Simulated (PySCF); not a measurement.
# Calculated NMR parameters of Cc1cc(N([SiH3])[SiH3])on1

* Formula: C4H10N2OSi2
* SMILES: Cc1cc(N([SiH3])[SiH3])on1
* InChI: InChI=1S/C4H10N2OSi2/c1-3-2-4(6(8)9)7-5-3/h2H,1,8-9H3
* Point group of the computed structure: C1
* Degrees of unsaturation: 3
* Carbon signals: 4
* Proton signals: 3

Atom-mapped SMILES (the numbers label the heavy atoms): `[CH3:1][c:2]1[cH:3][c:4]([N:5]([SiH3:6])[SiH3:7])[o:8][n:9]1` (H(Xn): hydrogen on atom n).

Computed data (PySCF 2.14.0 with density-fitted response routines): PBE0/pcSseg-1 with gauge-including orbitals, coordinates at the PBE0-D3(BJ)/def2-SVP level. One computed conformer, equivalent nuclei averaged, non-relativistic Hamiltonian, no solvent model.

References, each an isolated molecule treated in the same way: ¹H (31.27 ppm), ¹³C (184.41 ppm), ²⁹Si (351.99 ppm) against TMS; ¹⁵N (265.67 ppm) against NH3; ¹⁷O (334.56 ppm) vs H2O.

```tsv
carbon	δC, type	δH (multiplicity)	HMBC from (2–3 bonds)	span of the C tensor (ppm)
C1	13.9, CH3	2.24 (s)	H(C3)	30
C2	164.7, C	–	H(C3), H(C1)	194
C3	85.1, CH	5.17 (s)	H(C1)	103
C4	174.4, C	–	H(C3), H(Si6)/H(Si7)	146
```

Other nuclei:
```csv
atoms,nucleus,environment,δ (ppm),σ (ppm)
H(Si6)/H(Si7),¹H,hydrogen on a silicon bonded to N,4.83,26.44
Si6/Si7,²⁹Si,"silicon bonded to N, 3 H",-44.4,396.4
N9,¹⁵N,pyridine-type nitrogen of an azole,389.7,-124.0
N5,¹⁵N,aniline-type nitrogen,53.3,212.4
O8,¹⁷O,aromatic ring oxygen,370.1,-35.6
```

Carbon types of the structure: 2 × C, 1 × CH, 1 × CH3, leaving 6 H on heteroatoms. δC 174.4: aromatic carbon bearing nitrogen; σ withdrawal by the attached heteroatom moves it downfield of the ring CH carbons. δC 164.7: substituted aromatic carbon next to a ring nitrogen. δC 85.1: aromatic CH; it is ortho or para to a lone-pair donor and shielded by resonance. δC 13.9: methyl carbon on an aromatic ring; a saturated carbon with 1 carbon neighbour and no heteroatom attached. δH 2.24: hydrogen on a methyl carbon on an aromatic ring; benzylic-type position, deshielded by the ring.

Shifts are as computed. Against solution values, carbons near 30 ppm lie about +2 ppm off and those near 130 ppm about +5 ppm. Of 1211 compounds with measured shifts, 218 miss one by over three times the rms of a fit or turn the order of signals round; such compounds aren't used in these exercises. Unscaled 17O shifts of doubly bonded oxygen tend to come out too high, by tens of ppm or more. Experimental scales use liquid or dissolved standards, which lie at an offset from isolated NH3 (liquid NH3: subtract about 20 ppm) and H2O (liquid H2O: subtract about 36 ppm). Unscaled 15N shifts of sp2 nitrogen come out 20 to 40 ppm too high even then. No couplings were computed; multiplicities are counted from neighbouring protons, with m where these are inequivalent, close in shift, in a saturated or five-membered ring or joined by F or P, and br s for small geminal =CH2 splittings.
